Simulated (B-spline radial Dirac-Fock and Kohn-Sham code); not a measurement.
Method: Dirac-Fock ΔSCF + Breit + QED. Computed with a radial B-spline solver. Correlation and solid-state effects are left out.

Q: Identify the element and charge state from the binding energies below (tabulated ground configuration; the least bound level is included).

```tsv
level	binding energy (eV)
L1	7921.0
L2	7491.2
M5	1259.0
N1	529.5
N5	303.2
O1	186.3
N6,7	168.0
```

A: Sm¹⁰⁺: Z = 62 with 52 electrons, [Kr] 4d10 4f4 5s2.

Q: Identify the element and charge state from the binding energies below (tabulated ground configuration; the least bound level is included).

```
level  binding energy (eV)
   L1               8550.8
   L2               8099.9
   M1               2056.1
   M2               1861.6
   M5               1356.5
   O1                181.8
 O2,3                154.5
```

A: Gd⁹⁺: Z = 64 with 55 electrons, [Kr] 4d10 4f5 5s2 5p2.
